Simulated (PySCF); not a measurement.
## A small calculation by hand: dipole moment from atomic charges

Si(Cl)(Me) (CH3ClSi), SMILES C[Si]Cl (connectivity only; charge and spin as stated), neutral, multiplicity 1. Atoms are numbered in the order given.

```xyz
6

Si     0.8110    -0.4865     0.0000
Cl    -0.2627     1.3304     0.0000
C     -0.6620    -1.6790     0.0000
H     -0.3325    -2.7204     0.0000
H     -1.2918    -1.5059    -0.8791
H     -1.2918    -1.5059     0.8791
```

Geometry: B3LYP-D3(BJ)/def2-TZVP.

Charges (e) from PBE0/def2-TZVPD (PySCF):

```csv
atom,ESP fit,IAO
Si1,0.010,0.565
Cl2,-0.139,-0.312
C3,0.115,-0.757
H4,-0.008,0.161
H5,0.011,0.172
H6,0.011,0.172
```

The dipole moment of the full density is 1.87 D.

Task: What dipole moment does each set of point charges give, and which comes closer to that of the density?

Result: 
μ = Σ q r, and 1 e Å = 4.8032 D.
ESP fit: Σ q r = (-0.057, -0.394, 0.000) e Å, |μ| = 1.91 D.
IAO: Σ q r = (0.543, -0.375, 0.000) e Å, |μ| = 3.17 D.
ESP fit comes closer in size. Point charges leave out the atoms' own dipoles (lone pairs, polarised bonds); fits to the potential absorb them, partitions of the density don't.
